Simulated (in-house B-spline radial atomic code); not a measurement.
Values are calculated unless marked as measured or tabulated.
**Weak and strong correlation along the adiabatic connection**

Two-electron singlets in several external potentials (atomic units), by full CI in B-splines with partial waves to l = 8 (correlation energies up to 0.6 % small). The repulsion is scaled by λ at fixed density; W(λ) is the mean repulsion less the Hartree energy, W(0) = E_x, and the area under W from 0 to 1 is E_xc.

One system gave this curve:

```
   λ  W (hartree)
   0     -0.46462
0.02     -0.46682
0.05     -0.47002
0.12      -0.4771
0.25     -0.48894
 0.4     -0.50082
 0.6     -0.51423
 0.8     -0.52546
   1     -0.53498
 1.4     -0.55023
   2     -0.56674
   3     -0.58478
```

(1) Which system is it?
A. −V exp(−r²/w²), V = 10.9, w = 0.865
B. −Z/r, Z = 1, wall at 2 bohr
C. −Z/r, Z = 6.96, wall at 0.653 bohr
D. −Z/r, Z = 1.12

Results:

(1) D. The exchange energy sets the size: −Z/r, Z = 1.12: E_x = -0.465, E_c = -0.0406; −Z/r, Z = 6.96, wall at 0.653 bohr: E_x = -4.42, E_c = -0.0447; −V exp(−r²/w²), V = 10.9, w = 0.865: E_x = -1.44, E_c = -0.0427; −Z/r, Z = 1, wall at 2 bohr: E_x = -0.989, E_c = -0.0425 hartree.
